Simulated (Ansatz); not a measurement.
| atom | x (Å) | y (Å) | z (Å) |
| --- | --- | --- | --- |
| O | 0.0000 | 0.0000 | -0.1101 |
| H | 0.0000 | 0.6938 | 0.4404 |
| H | 0.0000 | -0.6938 | 0.4404 |

Basis set: 6-31G* (spherical functions). Left uncorrelated: 1 orbital. Charge 0, multiplicity 1.

Computed with Ansatz (development build ahead of 0.2.0); each method stands on the lowest determinant of its kind that the runs found. Restricted open shells among the atoms or ions are ROHF, correlated in semicanonical orbitals with singles.

The atomization energy at this shape (free ground-state atoms in the same class of orbitals less the molecule, no zero-point energy) of singlet H2O:

```
 method  atomization energy
RHF-MP2             8.26 eV
```

Q: What does RHF give?

A: 6.11 eV. Caution: the shape is not the minimum.
